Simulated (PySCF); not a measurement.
Geometry (Å), atoms numbered from 1 in this order:
```xyz
21

C    -2.005    0.661    0.670
C    -2.061   -0.788    0.141
C    -0.935   -0.840   -0.914
N     0.018    0.198   -0.548
C     0.974   -0.220    0.429
C     2.216   -0.896   -0.066
C     2.284    0.505    0.468
C    -0.829    1.296   -0.106
H    -1.816    0.677    1.754
H    -2.945    1.209    0.505
H    -1.868   -1.508    0.951
H    -3.039   -1.049   -0.289
H    -0.436   -1.817   -0.985
H    -1.345   -0.605   -1.912
H     0.590   -0.572    1.402
H     2.641   -1.708    0.529
H     2.298   -1.022   -1.148
H     2.412    1.310   -0.260
H     2.757    0.677    1.438
H    -0.247    2.019    0.482
H    -1.210    1.826   -0.996
```

Geometry: PBE0-D3(BJ)/def2-SVP; GIAO shifts from PySCF 2.14, gas phase, non-relativistic, averaged over equivalent atoms.

At PBE0/pcSseg-1 (201 basis functions, 30 s wall time on 1 thread of an x86-64 server CPU, shared host):
```tsv
atoms	δ (ppm)
C3/C8	55.1
C5	35.0
C1/C2	23.7
C6/C7	9.4
N4	83.4
H13/H14/H20/H21	2.69
H15	1.66
H9/H10/H11/H12	1.59
H17/H18	0.44
H16/H19	0.35
```

δ = σ(ref) − σ, references computed at the same level: TMS for 13C (σref 184.41), 1H (σref 31.27); 15N (σref 265.67) against NH3.

Predict the values at wB97X-D/pcSseg-1 on the same geometry.

## Answers


```csv
atoms,δ at wB97X-D/pcSseg-1,change
C3/C8,55.0,-0.1
C5,35.1,+0.1
C1/C2,23.9,+0.2
C6/C7,9.7,+0.3
N4,77.2,-6.2
H13/H14/H20/H21,2.64,-0.05
H15,1.59,-0.07
H9/H10/H11/H12,1.56,-0.03
H17/H18,0.47,+0.03
H16/H19,0.35,+0.00
```

Chemical shifts δ = σref − σ; TMS for 13C (σ = 184.54 ppm) and 1H (σ = 31.38 ppm); 15N (σ = 263.98 ppm) vs NH3, all at this level.

The largest change is at N4 (amine nitrogen). Cost: 201 basis functions, 38 s wall time on 1 thread of an x86-64 server CPU, shared host. The order of the carbon signals is the same at both levels.

Experimental scales use liquid or dissolved standards, which lie at an offset from isolated NH3 (liquid NH3: subtract about 20 ppm).
